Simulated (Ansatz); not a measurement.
Species: GeH2, charge 0, multiplicity 3. This is an excited triplet: at this geometry the singlet lies 0.53 eV lower at CCSD(T)/CBS(aug-cc-pVTZ,aug-cc-pVQZ). 
Geometry from a B3LYP-D3(BJ)/def2-TZVP (Ansatz, an electronic-structure program) optimisation:
SMILES: [GeH2]
```xyz
3

Ge    -0.0012    -0.0007     0.0457
H     -0.0059    -1.3267    -0.7516
H      0.0436     1.3479    -0.7116
```
Charge 0, spin multiplicity 3.

Quantity: vertical singlet-triplet gap (E(singlet) - E(triplet); the singlet is one closed-shell determinant, which may describe it poorly; each state is the SCF solution reached for its spin; for the singlet the Hartree-Fock reference is unstable and T1 is 0.013), in eV. Cores are frozen in the correlated levels unless marked. Open shells are spin-unrestricted. Spin-orbit coupling is left out. The frozen core is the preceding noble-gas configuration, with the filled d and f shells of earlier blocks. Non-relativistic. CBS marks a two-point X^-3 extrapolation of the correlation energy; Hartree-Fock from the larger set.

```tsv
level	program	vertical singlet-triplet gap (eV)
SVWN5/def2-TZVPD	Ansatz	[?]
CAM-B3LYP/def2-TZVPD	Ansatz	[?]
wB97M-V/def2-TZVPD	Ansatz	[?]
SCS-MP2/aug-cc-pVDZ	Ansatz	-0.45
CCSD/aug-cc-pVDZ	Ansatz	-0.45
CCSD/aug-cc-pVTZ	Ansatz	[?]
CCSD/aug-cc-pVQZ	Ansatz	-0.51
CCSD(T)/CBS(aug-cc-pVTZ,aug-cc-pVQZ)	Ansatz	-0.53
```

Some entries are withheld; supply them.


- SVWN5/def2-TZVPD, vertical singlet-triplet gap (eV): -0.57
- CAM-B3LYP/def2-TZVPD, vertical singlet-triplet gap (eV): -0.60
- wB97M-V/def2-TZVPD, vertical singlet-triplet gap (eV): -0.63
- CCSD/aug-cc-pVTZ, vertical singlet-triplet gap (eV): -0.50
